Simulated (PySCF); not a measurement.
Delta-SCF ions had no search for a lower state. Excitations are Tamm–Dancoff values on a coarser integration grid. The basis has no diffuse functions, so Rydberg states are missing or too high.

Z-matrix (Å, degrees):
```
Si
S 1 2.1348
H 2 1.3453 1 93.15
S 1 2.1348 2 114.28 3 -69.50
H 4 1.3453 1 93.15 2 -45.16
S 1 2.1348 2 114.28 3 45.16
H 6 1.3453 1 93.15 2 69.49
S 1 2.1348 2 100.23 3 167.83
H 8 1.3453 1 93.15 2 167.83
```
Charge 0, multiplicity 1.

What is the computed LUMO, HOMO–LUMO gap, T1 excitation (TDA), total energy, vertical ionisation energy (Delta-SCF), S1 excitation (TDA), HOMO and dipole moment (PySCF with r2SCAN-D4/def2-TZVP)?


```yaml
LUMO: -1.54 eV
HOMO–LUMO gap: 4.86 eV
T1 excitation (TDA): 4.65 eV
total_energy: -1884.7349 Ha
vertical ionisation energy (Delta-SCF): 8.80 eV
S1 excitation (TDA): 4.89 eV
HOMO: -6.40 eV
dipole_moment: 0.00 D
```
